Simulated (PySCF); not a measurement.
**How methods differ on the interval between two levels of Mn**

Mn [Ar] 3d5 4s2 [6S5/2, M_J = 5/2] → Mn [Ar] 3d6 4s1 [6D9/2, M_J = 9/2], as a difference of total energies. Computed with PySCF 2.14 in x2c-TZVPall-2c (6s7p4d1f, 54 functions), with the two-component X2C-1e Hamiltonian. Correlated levels: [Ne] frozen; the 6 highest virtual spinors dropped. "Screened" scales the spin-orbit matrix elements by Boettger's factors to mimic the two-electron term; Breit and QED terms are absent.

| method | interval between two levels (cm⁻¹) | error (cm⁻¹) |
| --- | --- | --- |
| GHF (spin-free) | 27946 | +10894 |
| GMP2 (spin-free) | 16922 | -131 |
| GHF (screened spin-orbit) | 27715 | +10663 |
| GMP2 (screened spin-orbit) | 16662 | -390 |

Reference: 17052 cm⁻¹ (measured; NIST Handbook of Basic Atomic Spectroscopic Data (Sansonetti and Martin, J. Phys. Chem. Ref. Data 34, 1559 (2005))).

Errors of the correlated levels include the incompleteness of this basis and the frozen core.

The labels give the starting determinants; with spin-orbit coupling the two ends relaxed to ⟨J²⟩ = 8.77, ⟨L²⟩ = 0.00, ⟨S²⟩ = 8.77 and ⟨J²⟩ = 24.77, ⟨L²⟩ = 6.01, ⟨S²⟩ = 8.76.
